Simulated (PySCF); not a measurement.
Isomers of C6H16BNO.

All values: B3LYP/def2-SVPD (PySCF) at PBE0-D3(BJ)/def2-SVP geometries, gas phase, one conformer each. Core orbitals are frozen in the response; Δα² is half the sum of the squared differences of the principal polarisabilities.

(1) Rank by dipole moment, lowest first.
A. `[CH3:1][O:2][C@@H:3]1[CH2:4][CH2:5][C@H:6]([BH2-:7][NH3+:8])[CH2:9]1` with C1–O2–C3–C4 -173°, C5–C6–B7–N8 60°, O2–C3–C4–C5 -116°, C3–C4–C5–C6 -30°, C4–C5–C6–B7 164°, C5–C6–C9–C3 -37°
B. `[CH3:1][O:2][C@@H:3]1[CH2:4][CH2:5][C@@H:6]([BH2-:7][NH3+:8])[CH2:9]1` with C1–O2–C3–C4 -76°, C5–C6–B7–N8 -179°, O2–C3–C4–C5 -107°, C3–C4–C5–C6 18°, C4–C5–C6–B7 -163°, C5–C6–C9–C3 44°
C. `[CH3:1][O:2][CH2:3][N@@+:4]1([CH3:5])[BH2-:6][CH2:7][CH2:8][CH2:9]1` with C1–O2–C3–N4 -179°, O2–C3–N4–C5 66°, C3–N4–B6–C7 91°, N4–B6–C7–C8 4°, B6–C7–C8–C9 21°, C7–C8–C9–N4 -40°
D. `[CH3:1][O:2][CH2:3][NH2+:4][BH2-:5][CH:6]1[CH2:7][CH2:8][CH2:9]1` with C1–O2–C3–N4 178°, O2–C3–N4–B5 -179°, C3–N4–B5–C6 176°, N4–B5–C6–C7 -168°, B5–C6–C7–C8 99°, C6–C7–C8–C9 18°, C7–C8–C9–C6 -18°, B5–C6–C9–C8 -96°

(2) Rank by HOMO energy, lowest first.
A. `[CH3:1][O:2][CH2:3][N@@+:4]1([CH3:5])[BH2-:6][CH2:7][CH2:8][CH2:9]1` with C1–O2–C3–N4 -179°, O2–C3–N4–C5 66°, C3–N4–B6–C7 91°, N4–B6–C7–C8 4°, B6–C7–C8–C9 21°, C7–C8–C9–N4 -40°
B. `[CH3:1][O:2][C@@H:3]1[CH2:4][CH2:5][C@@H:6]([BH2-:7][NH3+:8])[CH2:9]1` with C1–O2–C3–C4 -76°, C5–C6–B7–N8 -179°, O2–C3–C4–C5 -107°, C3–C4–C5–C6 18°, C4–C5–C6–B7 -163°, C5–C6–C9–C3 44°
C. `[CH3:1][O:2][C@@H:3]1[CH2:4][CH2:5][C@H:6]([BH2-:7][NH3+:8])[CH2:9]1` with C1–O2–C3–C4 -173°, C5–C6–B7–N8 60°, O2–C3–C4–C5 -116°, C3–C4–C5–C6 -30°, C4–C5–C6–B7 164°, C5–C6–C9–C3 -37°
D. `[CH3:1][O:2][CH2:3][NH2+:4][BH2-:5][CH:6]1[CH2:7][CH2:8][CH2:9]1` with C1–O2–C3–N4 178°, O2–C3–N4–B5 -179°, C3–N4–B5–C6 176°, N4–B5–C6–C7 -168°, B5–C6–C7–C8 99°, C6–C7–C8–C9 18°, C7–C8–C9–C6 -18°, B5–C6–C9–C8 -96°

## Answers

(1) B (4.09 D), C (4.27 D), D (5.06 D), A (5.39 D).

(2) A (-7.08 eV), D (-6.88 eV), B (-6.72 eV), C (-6.52 eV).

All values together:

```
                           SMILES  μ (D)  HOMO (eV)  LUMO (eV)  α (Å³)  Δα (Å³)  ΔSCF removal energy (eV)
CO[C@@H]1CC[C@@H]([BH2-][NH3+])C1   4.09      -6.72      -0.54   15.49     3.77                      8.64
 CO[C@@H]1CC[C@H]([BH2-][NH3+])C1   5.39      -6.52      -0.64   15.48     4.07                      8.48
            COC[NH2+][BH2-]C1CCC1   5.06      -6.88      -0.12   15.55     4.71                      8.88
          COC[N@@+]1(C)[BH2-]CCC1   4.27      -7.08       0.07   14.96     2.14                         –
```

Conformers: `[CH3:1][O:2][C@@H:3]1[CH2:4][CH2:5][C@@H:6]([BH2-:7][NH3+:8])[CH2:9]1` with C1–O2–C3–C4 -76°, C5–C6–B7–N8 -179°, O2–C3–C4–C5 -107°, C3–C4–C5–C6 18°, C4–C5–C6–B7 -163°, C5–C6–C9–C3 44°; `[CH3:1][O:2][C@@H:3]1[CH2:4][CH2:5][C@H:6]([BH2-:7][NH3+:8])[CH2:9]1` with C1–O2–C3–C4 -173°, C5–C6–B7–N8 60°, O2–C3–C4–C5 -116°, C3–C4–C5–C6 -30°, C4–C5–C6–B7 164°, C5–C6–C9–C3 -37°; `[CH3:1][O:2][CH2:3][NH2+:4][BH2-:5][CH:6]1[CH2:7][CH2:8][CH2:9]1` with C1–O2–C3–N4 178°, O2–C3–N4–B5 -179°, C3–N4–B5–C6 176°, N4–B5–C6–C7 -168°, B5–C6–C7–C8 99°, C6–C7–C8–C9 18°, C7–C8–C9–C6 -18°, B5–C6–C9–C8 -96°; `[CH3:1][O:2][CH2:3][N@@+:4]1([CH3:5])[BH2-:6][CH2:7][CH2:8][CH2:9]1` with C1–O2–C3–N4 -179°, O2–C3–N4–C5 66°, C3–N4–B6–C7 91°, N4–B6–C7–C8 4°, B6–C7–C8–C9 21°, C7–C8–C9–N4 -40°.

A dash marks a removal energy that wasn't run or isn't settled.
